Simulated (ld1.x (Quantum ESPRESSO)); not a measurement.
# Which change was made? (O, TM semilocal)

oxygen, norm-conserving Troullier–Martins (semilocal form), made with ld1.x (Quantum ESPRESSO) 7.5 (PBE, non-relativistic). Core [He], reference 2s1.75 2p4.25. Waves: 2p (bound): rc 1.95 bohr; 3d channel at -0.15 Ry: rc 1.95 bohr; 2s (bound): rc 0.90 bohr. Local part: the s channel. Core correction: none.

Cutoffs, loose and tight: the cutoffs (Ry, on a coarse ladder) from which the occupation-weighted sum of valence levels, in a spherical-Bessel basis at the reference potential, stays within 10 and 1 mRy of its value at 400 Ry. They do not see the model core or the augmentation charge, which bear on the density cutoff. Test errors are all-electron minus pseudo excitation energies from the reference, over the configurations 2s2 2p4; 2s2 2p3; 2s2 2p2; 2s1 2p5; 2s2 2p4.3; 2s0 2p6; 2s2 2p0; variants that change the core or the reference have their own tests.

The base gives: outcome: generated; cutoff, loose: 70 Ry; cutoff, tight: 160 Ry; bound ghosts: none; largest test error (meV): +6069.

Question: After one change the result is: outcome: generated; cutoff, loose: 45 Ry; cutoff, tight: 100 Ry; bound ghosts: none; largest test error (meV): +6346. Which change was it?
A. wave 2p (bound): rc 1.95 bohr becomes 2p (bound): rc 2.60 bohr
B. wave 2s (bound): rc 0.90 bohr becomes 2s (bound): rc 1.20 bohr
C. all radii scaled by about 1.29 (s 1.16, p 2.52, d 2.52 bohr)

Answer: B. The others give: all radii scaled by about 1.29 (s 1.16, p 2.52, d 2.52 bohr) → outcome: generated; cutoff, loose: 45 Ry; cutoff, tight: 110 Ry; bound ghosts: none; largest test error (meV): +12656 | wave 2p (bound): rc 1.95 bohr becomes 2p (bound): rc 2.60 bohr → outcome: generated; cutoff, loose: 70 Ry; cutoff, tight: 160 Ry; bound ghosts: none; largest test error (meV): +13359.
